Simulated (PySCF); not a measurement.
Polarisability and C₆ of Re (rhenium, neutral)

[Xe] 4f14 5d5 6s1 6p1, high-spin 8P determinant (an excited configuration). Calculation: PySCF 2.14, in x2c-TZVPPall with one added diffuse shell each of s, p, d, f type (12s8p8d4f1g, 113 functions); the spin-free X2C one-electron Hamiltonian (Gaussian nucleus). Coupled (time-dependent) response in atomic units; α is the mean over directions.

```csv
method,mean α (bohr³),"α xx, yy, zz",C₆ (like pair),S(−4)
PBE0,99.71,"75.42, 148.3, 75.42",1182,6866
```

S(−4) is the Cauchy moment in α(ω) = α(0) + S(−4) ω² + …

Spin-orbit coupling is absent.

α(iu) at PBE0:

```json
{"u (hartree)": "0", "α(iu) (bohr³)": "99.71"}
{"u (hartree)": "0.0500", "α(iu) (bohr³)": "86.11"}
{"u (hartree)": "0.100", "α(iu) (bohr³)": "64.96"}
{"u (hartree)": "0.200", "α(iu) (bohr³)": "38.51"}
{"u (hartree)": "0.300", "α(iu) (bohr³)": "25.73"}
{"u (hartree)": "0.500", "α(iu) (bohr³)": "14.57"}
{"u (hartree)": "0.750", "α(iu) (bohr³)": "9.041"}
{"u (hartree)": "1.00", "α(iu) (bohr³)": "6.372"}
{"u (hartree)": "1.50", "α(iu) (bohr³)": "3.794"}
{"u (hartree)": "2.00", "α(iu) (bohr³)": "2.556"}
{"u (hartree)": "3.00", "α(iu) (bohr³)": "1.399"}
{"u (hartree)": "5.00", "α(iu) (bohr³)": "0.6047"}
```

A single London oscillator, α(iu) = α/(1 + u²/ω²), gives C₆ = (3/4) ω α². Matching the computed C₆ needs ω = 4 × 1182 / (3 × 99.71²) = 0.159 hartree.

The components differ because the open shell of this determinant is not spherical; for a pure term their mean is the scalar polarisability.

Spin-orbit coupling, absent here, splits the open shell strongly.
